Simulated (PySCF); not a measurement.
Compound: C₆H₁₀FN.
Atom-mapped SMILES: `[F:1][C@@H:2]1[CH2:3][CH2:4][C@H:5]1[N:6]1[CH2:7][CH2:8]1`

Geometry (GFN2-xTB, Å), atoms numbered from 1 in this order:
```xyz
18
C6H10FN angstrom
F     -1.510   -0.594   -1.903
C     -1.250   -0.680   -0.557
C     -2.260    0.024    0.354
C     -1.091    0.701    1.087
C     -0.142    0.254   -0.044
N      1.050   -0.417    0.389
C      2.086   -0.652   -0.586
C      2.267    0.349    0.485
H     -1.070   -1.733   -0.331
H     -2.903   -0.624    0.945
H     -2.871    0.726   -0.208
H     -1.173    1.773    1.246
H     -0.836    0.210    2.023
H      0.051    1.059   -0.771
H      1.933   -0.297   -1.600
H      2.578   -1.611   -0.513
H      2.243    1.400    0.211
H      2.891    0.118    1.336
```

Probes without a nucleus sit at each ring's centroid and 1 Å off its mean plane on both sides; NICS is minus the shielding there, NICSzz its component along the normal. Level: GIAO PBE0/pcSseg-1 (PySCF, non-relativistic, gas phase) on the GFN2-xTB geometry, one conformer.

Rings: 1. C2–C3–C4–C5; 2. N6–C7–C8.

```tsv
set	NICS(0)	NICS(1), two faces	NICS(1)zz, two faces
P	-2.4	-2.0 / -1.3	2.3 / 3.2
Q	-46.4	-6.9 / -8.6	-23.6 / -21.5
```

Problem. Which set (ppm) belongs to which ring?

Solution. P = 1, Q = 2.
- 1 (4-membered carbocycle; formal bonds all single): mean NICS(1)zz 2.7 ppm, near zero. C2, C3, C4, C5 have four or more neighbours, and the NICS criterion for π rings isn't applied.
- 2 (3-membered ring with N; formal bonds all single): mean NICS(1)zz -22.5 ppm, shielded. C7, C8 have four or more neighbours; no verdict on aromaticity is drawn.

Problem. How do the rings differ in shape?

Solution. 
| ring | bond lengths (Å) | rms pucker (Å) | HOMA | nearest outside atom to a NICS(1) probe (Å) |
| --- | --- | --- | --- | --- |
| 1 | 1.531, 1.537, 1.542, 1.537 | 0.09 | – | hydrogen 1.50 |
| 2 | 1.442, 1.478, 1.441 | 0.00 | – | hydrogen 1.42 |
